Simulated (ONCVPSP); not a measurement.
# Hg (Z = 80): excitation energies, all-electron against ONCV

```
Element                 : mercury (Hg)
Generator               : ONCVPSP 4.0.1
Type                    : optimised norm-conserving Vanderbilt (ONCV)
Functional              : LDA (Perdew-Zunger)
Relativity              : scalar-relativistic
Frozen core             : [Kr] 4d10 4f14
Valence charge          : 20
Reference configuration : 5s2 5p6 5d10 6s2
Partial waves           : 5s+6s: rc 1.35 bohr, ncon 5, nbas 9, qcut 9.2 1/bohr, 3 projectors, debl 3.5 Ha; 5p: rc 1.20 bohr, ncon 4, nbas 7, qcut 7.5 1/bohr, 1 projector; 5d: rc 1.60 bohr, ncon 3, nbas 7, qcut 9.6 1/bohr, 2 projectors, debl 3.3 Ha; f scattering state at 0.1 Ha: rc 1.60 bohr, ncon 4, nbas 9, qcut 7.2 1/bohr, 2 projectors, debl 0.4 Ha
Local potential         : polynomial inside 1.05 bohr (lpopt 1, dvloc0 0 Ha)
Core correction         : Teter function, fcfact 5, rcfact 1.25
```

Energies are relative to the spin-unpolarised reference configuration 5s2 5p6 5d10 6s2; without spin polarisation the order of configurations can differ from experiment.

```csv
valence configuration,charge,ΔE all-electron (eV),error AE − PS (meV)
5s2 5p6 5d10 6s0,+2,30.444,-11
5s1 5p6 5d10 6s2,+1,125.936,-155
```

(1) What are ΔE and the potential's error for 5s2 5p6 5d9 6s0?

(2) What are ΔE and the potential's error for 5s2 5p6 5d10 6s1?

## Answers

(1) ΔE = 66.256 eV all-electron; the error (AE − PS) is -19 meV.

(2) ΔE = 11.048 eV all-electron; the error (AE − PS) is -3.8 meV.
